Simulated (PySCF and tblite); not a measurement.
Molecule: C₃H₇B, numbered as in [BH:1]1[CH2:2][CH2:3][CH2:4]1; H are named by their carrier, a and b as at the first point (Å):

```
B1       1.138    0.061   -0.138
C2       0.168   -1.148    0.007
C3      -0.753    0.061   -0.327
C4       0.097    1.026    0.539
H1       1.935    0.287   -0.958
H2a     -0.086   -1.521    0.993
H2b      0.175   -1.978   -0.697
H3a     -0.754    0.320   -1.385
H3b     -1.786   -0.055    0.002
H4a      0.055    2.085    0.295
H4b     -0.159    0.888    1.583
```

The ring torsion 1–2–3–4 is restrained (values as reached) and the rest relaxed at GFN2-xTB. Energies: PBE0/pcSseg-2 + D3(BJ). Couplings: B3LYP/6-31G* with H pcJ-1, gas phase, for ¹H. Programs: tblite and PySCF.

³J(H1,H2b) against the H–B1–C2–H torsion:

| torsion ° | J (Hz) |
| --- | --- |
| 2 | 2.9 |
| 5 | 2.7 |
| 19 | 1.5 |
| 36 | 0.2 |
| 49 | -0.8 |
| 64 | -1.6 |
| 80 | ? |
| 94 | -1.8 |
| 114 | -0.7 |
| 134 | 1.5 |
| 145 | 2.7 |

Problem. Fit J = A cos²φ + B cos φ + C to the complete rows and predict the withheld coupling.

Solution. A = 5.94, B = -1.28, C = -2.24 Hz (10 points, rms 0.29 Hz). At 80°, cos φ = 0.174 and J = -2.3 Hz; the calculation gave -2.0 Hz. The curve holds between 2° and 145° alone.

The scan took 5.3 min on 1 thread of Intel Xeon Platinum 8488C, on a host shared with other jobs (rough), peak memory 0.98 GiB, launched as `OMP_NUM_THREADS=1 python ens_run.py task.json out`.
